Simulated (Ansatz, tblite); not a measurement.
Cost and result up the ladder for (KCl)2 ring (K₂Cl₂) (4 atoms). Total charge 0; singlet. Geometry: PBE0-D4/def2-TZVP.

Cartesian coordinates in Å:
```
K -0.7576 1.5592 0.9191
Cl 0.8813 -0.6362 1.8057
K 0.7585 -1.5586 -0.9193
Cl -0.8822 0.6356 -1.8054
```

Ansatz on 4 threads of Arm Neoverse V2 on a shared host; xTB runs through tblite on one thread. Times are rough, summed over both states, and most runs start from the orbitals of an earlier one. No level here is sound enough to serve as a yardstick. The other state is a triplet.

The xTB rows come from tblite. HOMO above LUMO, or a gap near zero within one spin, warns that the state may not be the lowest or that an electron is smeared out.

xTB has no spin-polarisation term.

| level | functions | wall time | vertical triplet (eV) | remarks |
| --- | --- | --- | --- | --- |
| GFN1-xTB | 26 | 0.004 s | 5.61 | – |
| GFN2-xTB | 26 | 0.005 s | 3.49 | – |
| PBE-D4/def2-TZVP | 140 | 7.2 s | 4.74 | gap within one spin near zero (triplet) |
| r2SCAN-D4/def2-TZVP (with forces) | 140 | 18 s | 5.20 | gap within one spin near zero (triplet) |
